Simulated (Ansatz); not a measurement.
Relaxation of C2H8N2OSi (14 atoms, charge 0, multiplicity 1), to a largest force component of 0.015 eV/Å in at most 40 steps.

The calculation used Ansatz, RKS PBE0/6-31G.

```xyz
14
Properties=species:S:1:pos:R:3
C -0.521 -2.138 -0.218
N 0.392 -1.282 0.000
C 0.110 0.117 -0.363
N 1.494 0.665 -0.769
O -0.683 0.309 -1.492
Si -0.464 1.051 1.285
H -0.418 -3.160 0.008
H -1.508 -1.784 -0.660
H 2.110 0.369 -0.033
H 1.390 1.671 -0.715
H -0.042 0.243 -2.172
H 0.579 0.903 2.380
H -0.663 2.521 0.999
H -1.788 0.487 1.781
```

Question: Where does it end, and by what steps?

Answer: The forces met the threshold. Limits of this set-up: no polarisation functions. After 11 steps the energy has fallen by 0.638 eV; H9 moved furthest, 0.51 Å.

| step | energy less start (eV) | largest force component (eV/Å) | accepted |
| --- | --- | --- | --- |
| 0 | 0.0000 | 2.531 | yes |
| 1 | -0.3994 | 1.453 | yes |
| 2 | -0.4612 | 1.203 | yes |
| 3 | -0.5714 | 0.802 | yes |
| 4 | -0.4491 | 1.660 | no |
| 5 | -0.6258 | 0.263 | yes |
| 6 | -0.6342 | 0.080 | yes |
| 7 | -0.6358 | 0.119 | yes |
| 8 | -0.6375 | 0.044 | yes |
| 9 | -0.6377 | 0.022 | yes |
| 10 | -0.6377 | 0.022 | yes |
| 11 | -0.6378 | 0.008 | yes |

```xyz
14
Properties=species:S:1:pos:R:3
C -0.428 -2.127 -0.252
N 0.390 -1.230 0.149
C 0.179 0.161 -0.235
N 1.444 0.646 -0.704
O -0.825 0.366 -1.259
Si -0.546 1.100 1.316
H -0.265 -3.155 0.059
H -1.289 -1.905 -0.887
H 2.239 0.085 -0.440
H 1.588 1.645 -0.704
H -0.366 0.302 -2.124
H 0.347 0.874 2.503
H -0.542 2.568 0.981
H -1.940 0.641 1.627
```

Whether the end is a true minimum wasn't checked by a vibrational analysis.

Run time: 73 s on 1 CPU thread of a shared host.
